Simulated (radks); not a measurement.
Results of a calculation; reference values are marked as such.
How relativity changes the ionisation of neutral praseodymium ([Xe] 4f3 6s2) to Pr+ ([Xe] 4f3 6s1). Spin-unpolarised spherical Kohn-Sham, PBE, point nucleus unless stated (finite: rms radius 4.8919 fm), a radial shooting solver on a logarithmic mesh with Libxc functionals. A level marked "c x" has the speed of light scaled by that factor and shares open shells by 2j + 1; other Dirac levels either fill j = l - 1/2 first or share by 2j + 1.

| level | E(Pr) (hartree) | E(Pr+) (hartree) | IE (eV) | HOMO | <r> HOMO (bohr) |
|---|---|---|---|---|---|
| non-rel. | -8923.6303 | -8923.4305 | 5.437 | 6s | 4.726 |
| scalar-rel. | -9237.3306 | -9237.1203 | 5.721 | 4f | 1.211 |
| scalar-rel., finite nucleus | -9236.8629 | -9236.6526 | 5.721 | 4f | 1.211 |
| Dirac, 2j+1 shares | -9242.6113 | -9242.4010 | 5.722 | 4f7/2 | 1.225 |
| Dirac, low j first | -9242.6326 | -9242.4226 | 5.716 | 4f5/2 | 1.203 |
| Dirac, 2j+1 shares, finite nucleus | -9242.1414 | -9241.9311 | 5.722 | 4f7/2 | 1.225 |
| Dirac, c x 0.85 | -9383.2574 | -9383.0411 | 5.885 | 4f7/2 | 1.328 |
| Dirac, c x 1.25 | -9120.6821 | -9120.4762 | 5.603 | 4f7/2 | 1.164 |
| Dirac, c x 2 | -8997.8747 | -8997.6727 | 5.496 | 4f7/2 | 1.115 |

NIST Atomic Spectra Database: 5.470 eV (semi-empirical). The relativistic part of the total energy of Pr is -318.5 hartree (Dirac, 2j+1 shares, finite nucleus), 3.6 % of the non-relativistic value. Spin polarisation and multiplet splitting of open shells are left out at every level.

Beside tabulated values, note that relativity, absent from the non-relativistic runs, is large for the heavy elements, and spin-unpolarised runs miss the spin-polarisation part of the exchange energy of open shells.
